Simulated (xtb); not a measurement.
xtb input (GFN2-xTB):

```bash
xtb mol.xyz --gfn 2 --ohess tight --chrg 1 --uhf 0
```
mol.xyz:
```
7

B      0.79329292     0.18747701    -0.05807960
F      1.21181241     1.52319420     0.12284418
F      1.74553374    -0.85359757    -0.20374836
N     -0.73062910    -0.17866649     0.01490513
H     -1.14550763     0.38201475    -0.72472876
H     -1.02965970     0.10738624     0.95669836
H     -0.81285162    -1.13733723    -0.11585875
```

Output:

```
           -------------------------------------------------
          |                Calculation Setup                |
           -------------------------------------------------

           -------------------------------------------------
          |                 G F N 2 - x T B                 |
           -------------------------------------------------

        Reference                      10.1021/acs.jctc.8b01176
      * Hamiltonian:
        H0-scaling (s, p, d)           1.850000    2.230000    2.230000
        zeta-weighting                 0.500000
      * Dispersion:
        s8                             2.700000
        a1                             0.520000
        a2                             5.000000
        s9                             5.000000
      * Repulsion:
        kExp                           1.500000    1.000000
        rExp                           1.000000
      * Coulomb:
        alpha                          2.000000
        third order                    shell-resolved
        anisotropic                    true
        a3                             3.000000
        a5                             4.000000
        cn-shift                       1.200000
        cn-exp                         4.000000
        max-rad                        5.000000

          ...................................................
          :                      SETUP                      :
          :.................................................:
          :  # basis functions                  19          :
          :  # atomic orbitals                  19          :
          :  # shells                           11          :
          :  # electrons                        24          :
          :  max. iterations                   250          :
          :  Hamiltonian                  GFN2-xTB          :
          :  restarted?                      false          :
          :  GBSA solvation                  false          :
          :  PC potential                    false          :
          :  electronic temp.          300.0000000     K    :
          :  accuracy                    1.0000000          :
          :  -> integral cutoff          0.2500000E+02      :
          :  -> integral neglect         0.1000000E-07      :
          :  -> SCF convergence          0.1000000E-05 Eh   :
          :  -> wf. convergence          0.1000000E-03 e    :
          :  Broyden damping             0.4000000          :
          :  net charge                          1          :
          :  unpaired electrons                  0          :
          ...................................................

 iter      E             dE          RMSdq      gap      omega  full diag
   1    -14.7264087 -0.147264E+02  0.825E+00    5.67       0.0  T
   2    -14.8236628 -0.972541E-01  0.467E+00    5.06       1.0  T
   3    -14.8253390 -0.167616E-02  0.211E+00    5.91       1.0  T
   4    -14.8271725 -0.183353E-02  0.889E-01    5.26       1.0  T
   5    -14.8330046 -0.583211E-02  0.343E-01    5.70       1.0  T
   6    -14.8329867  0.179291E-04  0.109E-01    5.69       1.0  T
[...]
   center of mass at/Å    :        0.7879339       0.1776620      -0.0284023
  moments of inertia/u·Å² :        0.5120858E+02   0.5959820E+02   0.1080581E+03
rotational constants/cm⁻¹ :        0.3291955E+00   0.2828547E+00   0.1560053E+00

 * 6 selected distances

     #   Z          #   Z                                           value/Å
     1   5 B        2   9 F                                       1.2797909
     1   5 B        3   9 F                                       1.2795131
     1   5 B        4   7 N                                       1.5481518 (max)
     4   7 N        5   1 H                                       1.0318448
     4   7 N        6   1 H                                       1.0320728
     4   7 N        7   1 H                                       1.0306635 (min)

 * 3 distinct bonds (by element types)

   Z      Z             #   av. dist./Å        max./Å        min./Å
   1 H    7 N           3     1.0315270     1.0320728     1.0306635
   5 B    7 N           1     1.5481518     1.5481518     1.5481518
   5 B    9 F           2     1.2796520     1.2797909     1.2795131

           -------------------------------------------------
          |               Frequency Printout                |
           -------------------------------------------------
 projected vibrational frequencies (cm⁻¹)
eigval :       -0.00    -0.00    -0.00     0.00     0.00     0.00
eigval :       24.09   311.65   411.08   425.74   723.22   814.59
eigval :      833.26  1212.11  1343.17  1384.21  1388.61  1551.10
Molecule has the following symmetry elements: (sigma)
It seems to be the Cs point group
eigval :     3195.53  3219.08  3248.01
 reduced masses (amu)
   1: 14.73   2: 15.94   3: 17.25   4: 17.47   5: 14.64   6: 13.78   7:  1.99   8: 13.03
   9: 16.35  10:  9.41  11: 14.35  12:  5.03  13:  4.93  14: 13.98  15:  3.00  16:  1.73
  17:  1.74  18: 12.78  19:  2.03  20:  2.02  21:  1.32
 IR intensities (km·mol⁻¹)
   1: 25.79   2: 15.34   3:  4.06   4:  3.55   5: 26.29   6: 36.97   7:  0.59   8:  5.62
   9: 64.37  10: 14.95  11: 26.00  12:187.15  13: 48.18  14:343.92  15:375.79  16:116.42
  17:112.43  18:540.54  19:180.30  20:161.60  21: 92.68
 Raman intensities (Ä⁴*amu⁻¹)
   1:  0.00   2:  0.00   3:  0.00   4:  0.00   5:  0.00   6:  0.00   7:  0.00   8:  0.00
   9:  0.00  10:  0.00  11:  0.00  12:  0.00  13:  0.00  14:  0.00  15:  0.00  16:  0.00
  17:  0.00  18:  0.00  19:  0.00  20:  0.00  21:  0.00
 output can be read by thermo (or use thermo option).
 writing <g98.out> molden fake output.
 recommended (thermochemical) frequency scaling factor: 1.0
           -------------------------------------------------
          |             Thermodynamic Functions             |
           -------------------------------------------------

cs  symmetry found (for desy threshold:  0.10E+00) used in thermo

          ...................................................
          :                      SETUP                      :
          :.................................................:
          :  # frequencies                          15      :
          :  # imaginary freq.                       0      :
          :  linear?                             false      :
          :  only rotor calc.                    false      :
          :  symmetry                               cs      :
          :  rotational number                       1      :
          :  scaling factor                  1.0000000      :
          :  rotor cutoff                   50.0000000 cm⁻¹ :
          :  imag. cutoff                  -20.0000000 cm⁻¹ :
          :.................................................:

    mode    ω/cm⁻¹     T·S(HO)/kcal·mol⁻¹    T·S(FR)/kcal·mol⁻¹   T·S(vib)
   ------------------------------------------------------------------------
       1     24.09    -1.86782 (  5.11%)    -1.27003 ( 94.89%)    -1.30060
   ------------------------------------------------------------------------

   temp. (K)  partition function   enthalpy   heat capacity  entropy
                                   cal/mol     cal/K/mol   cal/K/mol   J/K/mol
 298.15  VIB   16.8                 1363.224      8.176      8.279
         ROT  0.439E+05              888.752      2.981     24.223
         INT  0.738E+06             2251.976     11.156     32.502
         TR   0.517E+27             1481.254      4.968     38.455
         TOT                        3733.2300    16.1246    70.9564   296.8814

       T/K    H(0)-H(T)+PV         H(T)/Eh          T*S/Eh         G(T)/Eh
   ------------------------------------------------------------------------
    298.15    0.594928E-02    0.517073E-01    0.337137E-01    0.179936E-01
   ------------------------------------------------------------------------

         :::::::::::::::::::::::::::::::::::::::::::::::::::::
         ::                  THERMODYNAMIC                  ::
         :::::::::::::::::::::::::::::::::::::::::::::::::::::
         :: total free energy         -14.768672157675 Eh   ::
         ::.................................................::
         :: total energy              -14.786665787670 Eh   ::
         :: zero point energy           0.045758002944 Eh   ::
         :: G(RRHO) w/o ZPVE           -0.027764372949 Eh   ::
         :: G(RRHO) contrib.            0.017993629995 Eh   ::
         :::::::::::::::::::::::::::::::::::::::::::::::::::::

optimized geometry written to: xtbopt.xyz

           -------------------------------------------------
          | TOTAL ENERGY              -14.786665787670 Eh   |
          | TOTAL ENTHALPY            -14.734958504029 Eh   |
          | TOTAL FREE ENERGY         -14.768672157675 Eh   |
          | GRADIENT NORM               0.000295327957 Eh/α |
Note: The following floating-point exceptions are signalling: IEEE_DENORMAL
normal termination of xtb
          | HOMO-LUMO GAP               7.362782559259 eV   |
           -------------------------------------------------

------------------------------------------------------------------------
------------------------------------------------------------------------
 total:
 SCF:
 ANC optimizer:
 analytical hessian:
```

It need not be the lowest isomer of its formula.
